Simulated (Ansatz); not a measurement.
# Pulling the pair apart

The pair of Ag⁺ (SMILES [Ag+], atom 1) and GeH₄ (SMILES [GeH4], atoms 2–6), both closed shells, in one local arrangement (a lower one may exist), relaxed at PBE0-D4/def2-TZVP:

```
atom    x (Å)    y (Å)    z (Å)
 Ag1   0.1442  -0.1442  -2.3059
 Ge2  -0.0350   0.1068   0.5601
  H3  -1.3861  -0.2553   1.1555
  H4   0.0414  -0.9622  -0.7020
  H5   1.2250  -0.2688   1.3235
  H6   0.0105   1.5236  -0.0313
```

GeH₄ is shifted rigidly along the line between the mean atom positions of the two fragments (negative: closer). Counterpoise interaction energies in kcal/mol. Ansatz 0.2.0; basis: def2-TZVPPD; cores frozen in the correlated methods. Filled d shells of the heavier atoms are correlated. Core potentials replace the inner electrons of the atoms past krypton. The def2 sets are not built for correlating such inner shells, so the correlated values are less sure here.

| shift (Å) | MP2 | wB97M-V | PBE0-D4 |
| --- | --- | --- | --- |
| -0.18 | -26.79 | -26.63 | -30.14 |
| -0.09 | -28.19 | -28.53 | -31.75 |
| 0.00 | -28.46 | -29.20 | -32.17 |
| 0.09 | -27.93 | -29.00 | -31.75 |
| 0.22 | -26.34 | -27.76 | -30.24 |
| 0.45 | -22.19 | -23.97 | -26.26 |
| 0.90 | -14.32 | -16.02 | -17.68 |
| 1.80 | -5.81 | -6.43 | -7.15 |

**Question.** What does CCSD(T) give at these shifts? (An estimate is asked for; the value comes from the calculation.)

**Answer.** The calculation gives: -23.45, -25.45, -26.22, -26.12, -25.01, -21.46, -14.07, -5.71 kcal/mol. For zero shift, CCSD(T) at an estimated basis limit (MP2 extrapolated from triple and quadruple zeta, plus CCSD(T) − MP2 in triple zeta) gives -30.15 kcal/mol. These are counterpoise interaction energies, counted from the two frozen fragments.

T1 diagnostic: at most 0.014.

For scale, one of the runs: CCSD(T)/def2-TZVPPD, 178 basis functions, launched by `ansatz run in.yaml --threads 4 --pin off --events-out ev --progress --plain --max-ram 9574MiB`. Hardware: 4 CPU threads of an Arm Neoverse V1, shared host. Wall time 63 s; peak host memory 1.9 GiB.
